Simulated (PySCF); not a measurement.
## Radial density of Cl²⁺ (chlorine, charge +2)

UHF, [Ne] 3s1 3p3 3d1, high-spin 6D determinant (an excited configuration). Calculation: PySCF 2.14, in aug-cc-pwCVQZ (10s9p7d5f3g, 134 functions); the non-relativistic Hamiltonian (point nucleus).

```
r (bohr)  4πr²ρ (e/bohr)  4πr²(ρα − ρβ)
 0.00140         0.07565         0.0003
 0.00236          0.2073         0.0009
 0.00397          0.5551         0.0024
 0.00667           1.433         0.0061
  0.0112           3.474         0.0149
  0.0189           7.585         0.0323
  0.0318           13.91         0.0593
  0.0534           19.20         0.0878
  0.0899           17.50         0.1382
   0.151           13.18         0.3777
   0.254           17.87         0.7352
   0.428           15.96         0.2310
   0.719           4.695         0.7549
    1.21           3.657         3.5255
    2.03           1.897         1.8967
    3.42          0.1660         0.1660
    5.76        0.002700         0.0027
```

The outer electron is Rydberg-like, and this basis confines it to a smaller radius and binds it less than a complete one would.
